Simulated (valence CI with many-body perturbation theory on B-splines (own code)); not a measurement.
## Level structure of I²²⁺

Level of theory: relativistic CI+MBPT: three valence electrons over a frozen Dirac-Fock core [Ar] 3d10, radial functions for each j: 11 s, 11 p, 9 d, 7 f, 5 g, 2 h, 1 i, with the one-electron correlation potential Σ1, the two-electron term Σ2, the three-electron term Σ3, Breit, model QED; selected CI, second order for the rest (own B-spline code, finite nucleus).

No measured levels were compared; by estimate levels hold to about 250 cm⁻¹ or 0.2 % of their energy and the worst to 1 %, as in measured heavy ions of charge 2 to 7; those with d or f electrons hold less well.

Levels 1 to 45 of 67, with energies above the lowest level, 4s2.4p 2P°_1/2. "Leading %" is the weight of the configuration and term that name the level; weights of strongly mixed levels are sums over their largest components and can fall short. Lifetimes count E1, E2, E3, M1 and M2 decay at the calculated energies, and are blank where another channel may lead or the interval is too uncertain; long ones can be off by a factor of two.

```csv
No.,Configuration,Term,J,E (cm⁻¹),Leading %,g,Lifetime,Second component
1,4s2.4p,2P°,1/2,0,99,0.664,,
2,4s2.4p,2P°,3/2,125070,98,1.332,56.4 μs,
3,4s.4p2,4P,1/2,381090,81,2.488,294 ps,15 % 4s.4p2 2S
4,4s.4p2,4P,3/2,462500,96,1.703,2.41 ns,
5,4s.4p2,4P,5/2,495450,63,1.453,385 ps,35 % 4s.4p2 2D
6,4s.4p2,2D,3/2,551710,80,0.887,30.2 ps,14 % 4s.4p2 2P
7,4s.4p2,2P,1/2,583570,69,1.151,9.71 ps,17 % 4s.4p2 2S
8,4s.4p2,2D,5/2,615990,59,1.344,120 ps,36 % 4s.4p2 4P
9,4s.4p2,2S,1/2,708550,67,1.693,13.5 ps,26 % 4s.4p2 2P
10,4s.4p2,2P,3/2,716300,83,1.268,7.35 ps,10 % 4s.4p2 2D
11,4s2.4d,2D,3/2,836860,91,0.803,4.36 ps,6 % 4s.4p2 2D
12,4s2.4d,2D,5/2,859050,93,1.200,5.95 ps,5 % 4s.4p2 2D
13,4p3,2P°,3/2,959560,37,1.357,16.1 ps,29 % 4p3 4S°
14,4p3,4S°,3/2,1052800,54,1.445,11.6 ps,38 % 4p3 2D°
15,4p3,2D°,5/2,1058500,83,1.196,28.3 ps,14 % 4s.4p.4d 2D°
16,4p3,2P°,1/2,1116200,92,0.664,12.5 ps,5 % 4s.4p.4d 2P°
17,4s.4p.4d,4F°,3/2,1131800,88,0.458,85.8 ps,8 % 4s.4p.4d 2D°
18,4s.4p.4d,4F°,5/2,1154100,82,1.050,51.3 ps,5 % 4s.4p.4d 4D°
19,4s.4p.4d,4F°,7/2,1192600,78,1.255,31.6 ps,13 % 4s.4p.4d 4D°
20,4s.4p.4d,4P°,5/2,1201100,54,1.448,7.45 ps,23 % 4s.4p.4d 4D°
21,4p3,2P°,3/2,1201400,30,1.328,8.53 ps,19 % 4s.4p.4d 4D°
22,4s.4p.4d,4D°,1/2,1210900,78,0.334,3.98 ps,12 % 4s.4p.4d 2P°
23,4s.4p.4d,4D°,3/2,1211900,33,1.336,5.97 ps,22 % 4p3 2P°
24,4s.4p.4d,2F°,5/2,1256900,71,0.965,10.2 ps,10 % 4s.4p.4d 2D°
25,4s.4p.4d,4F°,9/2,1271500,100,1.332,89.1 μs,
26,4s.4p.4d,2D°,3/2,1271900,57,0.910,5.36 ps,18 % 4s.4p.4d 2P°
27,4s.4p.4d,4P°,1/2,1297500,89,2.368,5.97 ps,11 % 4s.4p.4d 4D°
28,4s.4p.4d,4D°,5/2,1298900,62,1.305,4.75 ps,10 % 4s.4p.4d 4P°
29,4s.4p.4d,4D°,7/2,1301400,75,1.375,5.04 ps,18 % 4s.4p.4d 4F°
30,4s.4p.4d,4P°,3/2,1301500,58,1.507,5.39 ps,38 % 4s.4p.4d 4D°
31,4s.4p.4d,2D°,5/2,1329800,50,1.287,8.45 ps,30 % 4s.4p.4d 4P°
32,4s.4p.4d,2D°,3/2,1357100,50,1.060,4.27 ps,32 % 4s.4p.4d 2P°
33,4s.4p.4d,2F°,7/2,1374400,98,1.143,11.5 ps,
34,4s.4p.4d,2F°,5/2,1393800,77,0.892,4.09 ps,11 % 4s2.4f 2F°
35,4s.4p.4d,2F°,7/2,1394900,76,1.175,4.60 ps,11 % 4s.4p.4d 4D°
36,4s.4p.4d,2P°,1/2,1413100,86,0.626,4.27 ps,11 % 4s.4p.4d 4D°
37,4s.4p.4d,2P°,1/2,1427600,92,0.666,4.29 ps,6 % 4p3 2P°
38,4s.4p.4d,2P°,3/2,1444800,55,1.138,3.32 ps,31 % 4s.4p.4d 2D°
39,4s.4p.4d,2P°,3/2,1445300,66,1.182,3.94 ps,26 % 4s.4p.4d 2D°
40,4s.4p.4d,2D°,5/2,1452500,80,1.160,3.09 ps,10 % 4s.4p.4d 2F°
41,4s2.4f,2F°,5/2,1603600,86,0.856,3.83 ps,12 % 4s.4p.4d 2F°
42,4s2.4f,2F°,7/2,1604600,88,1.142,4.27 ps,10 % 4s.4p.4d 2F°
43,4p2.4d,4F,3/2,1606600,52,0.693,20.0 ps,18 % 4p2.4d 2D
44,4p2.4d,4F,5/2,1643800,34,1.155,16.6 ps,27 % 4p2.4d 4D
45,4p2.4d,2F,5/2,1688000,59,0.923,29.0 ps,35 % 4p2.4d 4F
```

Names give the largest LS component (configuration and term), which can be under half, so a name can repeat, a term be missing and a line seem to break the LS rules; names also repeat where a configuration has a term twice.

Where two levels of one J and parity lie close, their mixing, g and order are uncertain.

The ionisation energy to 4s2 1S_0 of the next ion comes out as 684.93 eV (NIST: 683 ± 4 eV (theoretical)). All 67 levels together are meant to be complete up to 1920800 cm⁻¹.
